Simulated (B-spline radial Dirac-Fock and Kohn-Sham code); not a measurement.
**Radiative decay of the 2p1/2 hole in Yb³⁺**

System: the Yb³⁺ ion, configuration [Xe] 4f13.

Model: a relativistic independent-particle model: LDA orbitals of the hole state, radiative multipoles to third order, Auger rates from the Coulomb interaction with a continuum orbital, Dirac-Fock energies. Program: a radial B-spline solver.

```tsv
line	multipole	energy (eV)	rate (s⁻¹)	share (%)
Lη	E1	7574.4	3.40e+13	2.13
L2-M3	E2	8023.0	9.96e+11	0.0623
Lβ1	E1	8402.4	1.32e+15	82.5
Lγ5	E1	9485.3	8.36e+12	0.523
Lγ1	E1	9779.3	2.35e+14	14.7
L2-O1	E1	9919.8	1.44e+12	0.0903
L2-N6	E2	9973.2	4.45e+11	0.0278
```

The listed lines hold 100.0 % of the radiative rate. The radiative width is 1.05 eV in the length form and 1.07 eV in the velocity form; the two differ because the transition energies are not eigenvalue differences of the potential that gave the orbitals.

Values without a named source are computed, but for edge energies of neutral atoms, which are taken from tables.
